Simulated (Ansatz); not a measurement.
CH4Si (SMILES C[SiH]) moved off its minimum; all values from Ansatz (a first-principles code), cores frozen in correlated methods.
(charge 0, multiplicity 1)
```xyz
6

Si    -0.3882    -0.3386     0.4967
H     -1.4852    -0.6028    -0.6611
C      0.7670     0.4958    -0.4876
H      1.6594     1.0543    -0.0161
H      0.2446     1.4310    -1.1176
H      1.1829    -0.1710    -1.4663
```

| level | largest force (eV/Å) | on atom | rms difference from CCSD(T)/aug-cc-pV(T+d)Z (eV/Å) | dipole (D) |
|---|---|---|---|---|
| HF/def2-TZVPP | 8.69 | C3 | 0.297 | 1.74 |
| PBE/def2-TZVPP | 7.18 | C3 | 0.202 | 1.79 |
| r2SCAN/def2-TZVPP | 7.33 | C3 | 0.142 | 1.85 |
| B3LYP/def2-TZVPP | 7.53 | C3 | 0.087 | 1.67 |
| wB97M-V/def2-TZVPP | 7.63 | C3 | 0.089 | 1.65 |
| MP2/aug-cc-pV(T+d)Z | 7.86 | C3 | 0.078 | 1.70 |
| CCSD(T)/aug-cc-pV(T+d)Z | 7.78 | C3 | 0.000 | 1.61 |

The differences count from one level among others, with limits of its own. Forces at CCSD(T)/aug-cc-pV(T+d)Z (eV/Å):

```
atom      Fx      Fy      Fz
----  ------  ------  ------
Si1   -3.227  -1.960   1.465
H2     0.818   0.132   0.728
C3     3.610   3.825  -5.730
H4    -1.132  -1.298  -0.511
H5     0.894  -2.262   1.459
H6    -0.962   1.563   2.588
```

Doubts at one or more of the structures used: a restricted determinant that unrestricted orbitals would lower (MP2/aug-cc-pV(T+d)Z, CCSD(T)/aug-cc-pV(T+d)Z).
